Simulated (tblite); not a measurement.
Start geometry of `CC[C@H](C(=O)Cl)CF` from a force field or distance geometry (Å):
```
atom  x, y, z in Å
C1     1.9214   -0.4473   -0.2576
C2     0.6220    0.2302   -0.6916
C3    -0.3144    0.3304    0.4816
C4    -1.6306    1.0194    0.0486
F5    -1.3442    2.2703   -0.3995
C6    -0.7075   -1.0685    0.8319
O7    -0.4878   -1.5540    1.9258
Cl8   -1.4901   -1.9971   -0.4420
H9     1.7742   -1.1879    0.5570
H10    2.3650   -0.9187   -1.1543
H11    2.6165    0.3152    0.1614
H12    0.1539   -0.4700   -1.4384
H13    0.8084    1.1842   -1.1953
H14    0.0814    0.9147    1.3086
H15   -2.1135    0.3834   -0.7089
H16   -2.2625    1.0047    0.9613
```

Problem. What comes out of this run: GFN2-xTB geometry optimisation, gas phase in tblite 0.8.0?

Solution. 
```
atom  x, y, z in Å
C1     1.9548   -0.4362   -0.3026
C2     0.6116    0.1309   -0.7419
C3    -0.3631    0.2716    0.4394
C4    -1.6313    1.0199    0.0119
F5    -1.3097    2.3167   -0.2888
C6    -0.7031   -1.0730    1.0089
O7    -0.4273   -1.5027    2.0765
Cl8   -1.6139   -2.0814   -0.1273
H9     1.8364   -1.4311    0.1206
H10    2.6288   -0.5013   -1.1527
H11    2.4139    0.2010    0.4498
H12    0.1630   -0.5130   -1.5003
H13    0.7534    1.1219   -1.1761
H14    0.1215    0.8455    1.2375
H15   -2.0748    0.5825   -0.8872
H16   -2.3678    1.0577    0.8209
```

The energy falls by 11.1 kcal/mol over 73 L-BFGS steps, the largest force on an atom goes from 3.17 to 0.009 eV/Å, and the atoms move by 0.248 Å rms after alignment. Among the bonds, C2–C3, C6=O7 and C2–H12 change most and about equally (-0.034 to +0.034 Å). Bonds longer at the end by more than 0.005 Å: 4 of 15; shorter: 9. Among the angles that change most is C6–C3–H14, from 114.9° to 107.1°. Among the dihedrals that turn most is H9–C1–C2–C3, from 31° to 61°. Rotational constants go from 1892, 1299, 1050 to 1856, 1255, 995.0 MHz. The orientation of the end geometry is arbitrary; only internal coordinates are fixed.

On Arm Neoverse V1, one thread, shared host, this took 0.52 s of wall time.

Its GFN2-xTB frequencies are all real (lowest 34 cm⁻¹). One conformer, not necessarily the lowest.

These are computed values.
